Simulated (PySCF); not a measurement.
**`COC(=O)c1sc(C)pc1C`: 4 charge schemes on one density**

Compound: C₇H₉O₂PS.
Z-matrix (Å and degrees, GFN2-xTB geometry), rows numbered from 1:
```
C 
O   1  1.4173
C   2  1.3479  1  115.82
O   3  1.2078  2  123.27  1     0.01
C   3  1.4593  2  110.80  1   179.99
S   5  1.7307  3  116.99  2     0.04
C   6  1.7240  5   95.02  3  -179.98
C   7  1.4918  6  118.10  5  -179.98
P   7  1.7193  6  117.73  5     0.00
C   5  1.3713  3  126.08  2  -179.93
C  10  1.4927  5  122.87  3    -0.01
H   1  1.0924  2  110.26  3   -59.89
H   1  1.0870  2  106.26  3  -179.88
H   1  1.0924  2  110.25  3    60.13
H   8  1.0902  7  110.72  6   -59.61
H   8  1.0879  7  110.04  6  -179.94
H   8  1.0902  7  110.72  6    59.75
H  11  1.0880 10  110.33  5  -179.98
H  11  1.0890 10  110.38  5    58.93
H  11  1.0890 10  110.38  5   -58.88
```

Density: PBE0/pcSseg-1 (PySCF); schemes: Mulliken, IAO, Hirshfeld and ESP-fitted. The structure is a single GFN2-xTB conformer in the gas phase; no vibrational or solvent corrections.

Task: Atoms with like bonding are taken together and averaged. Do the Mulliken, IAO, Hirshfeld and ESP-fitted schemes agree on where the charge is highest?

Result: All schemes agree: Mulliken C3 (+0.615); IAO C3 (+0.503); Hirshfeld C3 (+0.193); ESP-fitted C3 (+1.009).

Task: Do the Mulliken, IAO, Hirshfeld and ESP-fitted schemes agree on where the charge is lowest?

Result: The schemes don't all agree: Mulliken C7 (-0.712); IAO O4 (-0.471); Hirshfeld O4 (-0.239); ESP-fitted C5 (-0.719).

Task: For which atoms does the sign change between the 4 schemes (beyond +0.03 e in one, beyond −0.03 e in another)?

Result: C7, P9 and C10. Atomic charges aren't observables, and each scheme defines them in its own way.

Task: Tabulate the Mulliken, IAO, Hirshfeld and ESP-fitted charges.

Result: In e; atoms taken as equivalent share a row and are averaged (×n: the atom named and its like, n in all):

```json
{"atom": "C1", "environment": "methoxy carbon", "Mulliken": "-0.018", "IAO": "-0.212", "Hirshfeld": "-0.035", "ESP-fitted": "-0.284"}
{"atom": "O2", "environment": "ester single-bonded oxygen", "Mulliken": "-0.502", "IAO": "-0.349", "Hirshfeld": "-0.105", "ESP-fitted": "-0.269"}
{"atom": "C3", "environment": "ester carbonyl carbon", "Mulliken": "+0.615", "IAO": "+0.503", "Hirshfeld": "+0.193", "ESP-fitted": "+1.009"}
{"atom": "O4", "environment": "ester carbonyl oxygen", "Mulliken": "-0.420", "IAO": "-0.471", "Hirshfeld": "-0.239", "ESP-fitted": "-0.579"}
{"atom": "C5", "environment": "substituted aromatic carbon", "Mulliken": "-0.363", "IAO": "-0.224", "Hirshfeld": "-0.063", "ESP-fitted": "-0.719"}
{"atom": "S6", "environment": "thiophene-type sulfur", "Mulliken": "+0.407", "IAO": "+0.383", "Hirshfeld": "+0.118", "ESP-fitted": "+0.036"}
{"atom": "C7", "environment": "substituted aromatic carbon", "Mulliken": "-0.712", "IAO": "-0.354", "Hirshfeld": "-0.063", "ESP-fitted": "+0.222"}
{"atom": "C8", "environment": "benzylic-type carbon", "Mulliken": "-0.123", "IAO": "-0.422", "Hirshfeld": "-0.124", "ESP-fitted": "-0.551"}
{"atom": "P9", "environment": "phosphorus bonded to 2 C", "Mulliken": "+0.513", "IAO": "+0.296", "Hirshfeld": "+0.051", "ESP-fitted": "-0.251"}
{"atom": "C10", "environment": "substituted aromatic carbon", "Mulliken": "-0.487", "IAO": "-0.169", "Hirshfeld": "-0.044", "ESP-fitted": "+0.485"}
{"atom": "C11", "environment": "benzylic-type carbon", "Mulliken": "-0.099", "IAO": "-0.420", "Hirshfeld": "-0.125", "ESP-fitted": "-0.608"}
{"atom": "H12/H13/H14", "environment": "methyl hydrogen", "Mulliken": "+0.123", "IAO": "+0.157", "Hirshfeld": "+0.051", "ESP-fitted": "+0.141"}
{"atom": "H15/H16/H17", "environment": "methyl hydrogen", "Mulliken": "+0.138", "IAO": "+0.161", "Hirshfeld": "+0.050", "ESP-fitted": "+0.180"}
{"atom": "H18/H19/H20", "environment": "methyl hydrogen", "Mulliken": "+0.135", "IAO": "+0.161", "Hirshfeld": "+0.045", "ESP-fitted": "+0.182"}
```

Mean size of the charges over all atoms: ESP-fitted 0.326 e, Mulliken 0.272 e, IAO 0.262 e, Hirshfeld 0.080 e. Each set sums to the total charge, 0, to within 0.001 e. The IAO scheme projects the occupied orbitals on a minimal set of polarised atomic orbitals and counts the electrons in each atom's part of it. The ESP scheme is a least-squares fit of atom-centred charges to the potential on four shells outside the van der Waals surface, with the total charge fixed.

Some averages cover members that differ in this geometry: H12/H13/H14, ESP-fitted +0.131 to +0.160; H18/H19/H20, Mulliken +0.117 to +0.145; H18/H19/H20, IAO +0.144 to +0.170 e.

Task: How closely do the schemes follow one another over all atoms?

Result: Correlation coefficient and root-mean-square difference: IAO with Hirshfeld 0.96, 0.198 e; Mulliken with IAO 0.87, 0.169 e; Mulliken with Hirshfeld 0.80, 0.268 e; Hirshfeld with ESP-fitted 0.75, 0.340 e; IAO with ESP-fitted 0.68, 0.297 e; Mulliken with ESP-fitted 0.39, 0.414 e.

Task: Sum the charges by element, for elements with more than one atom.

Result: 
```tsv
element	atoms	Mulliken	IAO	Hirshfeld	ESP-fitted
C	7	-1.187	-1.297	-0.260	-0.446
O	2	-0.922	-0.820	-0.344	-0.847
H	9	+1.189	+1.438	+0.436	+1.509
```

Task: How many electrons does the Hirshfeld scheme count on P9?

Result: Z − q = 15 − (+0.051) = 14.949.
